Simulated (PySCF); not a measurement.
Computed IR spectrum (relative IR intensity) of a molecule C₃H₁₀OSi. Geometry optimised at PBE-D3(BJ)/def2-SVP. The values are those of a single conformer. These are PySCF 2.14.0 with PBE-D3(BJ)/def2-SVP values and carry that method's errors. Frequencies are harmonic and unscaled.

```
ν (cm⁻¹)  relative intensity
--------  ------------------
189                       40
220                       13
234                      8.5
303                       14
370                      3.8
562                       20
630                       27
711                       24
802                       57
871                       98
875                       25
882                       58
895                       21
913                       47
950                      3.5
990                       15
1088                     3.4
1417                     3.6
1427                     8.8
1430                     3.8
2119                     100
2178                      67
2939                      11
2952                      39
3031                      27
3045                      12
3054                     9.8
3767                      43
```

Which molecule gave these data?
A) CC(C)(O)[SiH3]
B) CC[Si@H](C)O
C) CC(C)[SiH2]O
D) CO[C@H](C)[SiH3]

C, CC(C)[SiH2]O
